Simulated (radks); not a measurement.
Task: Species: Se II. Configuration: [Ar] 3d10 4s2 4p3. All-electron calculation, Dirac Kohn-Sham, PBE, spin-unpolarised, spherical densities, finite nucleus; open shells are shared between the two j in proportion to 2j + 1; Fermi nuclear charge, rms radius 4.14 fm. Program: a radial shooting solver on a logarithmic mesh with Libxc functionals. Some entries of the table are withheld. Estimate them.

| orbital | occ. | eigenvalue (eV) | <r> (bohr) |
|---|---|---|---|
| 1s1/2 | 2 | -12511.42 | 0.04408 |
| 2s1/2 | 2 | -1616.993 | 0.1957 |
| 2p1/2 | 2 | -1451.680 | 0.1685 |
| 2p3/2 | 4 | -1409.918 | 0.1723 |
| 3s1/2 | 2 | -223.9296 | 0.5739 |
| 3p1/2 | 2 | -167.3950 | 0.5823 |
| 3p3/2 | 4 | -161.5213 | 0.5929 |
| 3d3/2 | 4 | -64.1240 | 0.6273 |
| 3d5/2 | 6 | -63.2286 | 0.6317 |
| 4s1/2 | 2 | -26.8527 | (1) |
| 4p1/2 | 1 | (2) | 2.095 |
| 4p3/2 | 2 | (3) | 2.133 |

Result: 
(1) 4s1/2 <r> (bohr): 1.745
(2) 4p1/2 eigenvalue (eV): -15.7039
(3) 4p3/2 eigenvalue (eV): -15.2613
